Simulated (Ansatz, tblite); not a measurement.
Isomers of Cd5⁻ (doublet), found by a short tight-binding search and relaxed with PBE/def2-SVPD in Ansatz.

In the def2 sets Cd takes a core potential; there is no spin–orbit coupling. The xTB rows come from tblite. LC-ωPBE has ω = 0.4 bohr⁻¹. HSE06 is defined as in plane-wave codes, on full-range PBE exchange. Correlated methods freeze no core orbitals; core or outer-core shells of Cd are correlated, in sets that lack core-valence functions.

Run but left out: MP2/def2-TZVPD (A: ⟨S²⟩ 1.00, where a pure state has 0.75).

A: At MP2/def2-TZVPD the charge -1 doublet is spin-contaminated (final ⟨S²⟩ up to 1.00, 0.75 for a pure state). At PBE/def2-TZVPD, r2SCAN/def2-TZVPD, PBE0/def2-TZVPD, HSE06/def2-TZVPD the highest occupied level of the charge -1 doublet lies above zero (up to 0.79 eV). It is a level of α spin, whose loss leaves a singlet; that state wasn't run at this geometry and level. The electron is either unbound and held by the finite basis, or the level is raised by self-interaction error. At PBE/def2-TZVPD the gap within one spin of the charge -1 doublet nearly closes, so an electron or hole may be smeared out by delocalisation error. B: At MP2/def2-TZVPD the charge -1 doublet is spin-contaminated (final ⟨S²⟩ up to 1.02, 0.75 for a pure state). At PBE/def2-TZVPD, r2SCAN/def2-TZVPD, PBE0/def2-TZVPD, HSE06/def2-TZVPD the highest occupied level of the charge -1 doublet lies above zero (up to 0.65 eV). It is a level of α spin, whose loss leaves a singlet; that state wasn't run at this geometry and level. The electron is either unbound and held by the finite basis, or the level is raised by self-interaction error. C: At MP2/def2-TZVPD the charge -1 doublet is spin-contaminated (final ⟨S²⟩ up to 0.99, 0.75 for a pure state). At PBE/def2-TZVPD, r2SCAN/def2-TZVPD, PBE0/def2-TZVPD, HSE06/def2-TZVPD the highest occupied level of the charge -1 doublet lies above zero (up to 0.80 eV). It is a level of α spin, whose loss leaves a singlet; that state wasn't run at this geometry and level. The electron is either unbound and held by the finite basis, or the level is raised by self-interaction error. At PBE/def2-TZVPD the gap within one spin of the charge -1 doublet nearly closes, so an electron or hole may be smeared out by delocalisation error.

Other spin states weren't relaxed.

A:

Cartesian coordinates in Å:
```
Cd 1.7816 1.1548 1.3956
Cd -1.9052 0.4144 -1.5204
Cd -0.9643 -2.3780 -0.7507
Cd 1.4072 -1.8538 1.0888
Cd -0.3193 2.6626 -0.2134
```

B:

```xyz
5

Cd   -3.0788    0.4899   -0.8281
Cd   -0.3657   -0.2249   -2.3020
Cd    2.2228   -0.6893   -0.2915
Cd    1.5581   -0.3902    2.7942
Cd   -0.3364    0.8145    0.6273
```

C:

Cartesian coordinates in Å:
```
Cd 0.9261 1.4590 1.9435
Cd -2.0771 -1.3094 -0.8322
Cd 0.5722 -1.0319 -2.3211
Cd 2.4365 0.6605 -0.5892
Cd -1.8576 0.2218 1.7990
```

Question: Estimate which lies lowest at each level, and how far above it the others are (kcal/mol).

Answer: 
```
             level    A    B    C
          GFN1-xTB  0.0  9.0  0.0
          GFN2-xTB  0.5  2.6  0.0
     HF/def2-TZVPD  2.4  0.0  2.1
    PBE/def2-TZVPD  4.4  0.0  4.4
 r2SCAN/def2-TZVPD  5.6  0.0  5.7
   PBE0/def2-TZVPD  4.4  0.0  4.4
  HSE06/def2-TZVPD  4.3  0.0  4.3
LC-ωPBE/def2-TZVPD  4.8  0.0  4.9
ωB97M-V/def2-TZVPD  6.0  0.0  6.1
RPA@PBE/def2-TZVPD  6.6  0.0  6.7
```
Point groups (tolerance 0.1 Å): A Cs, B Cs, C D5h. A and C have the same bonds, so they are conformers or stereoisomers. Lower isomers may exist.
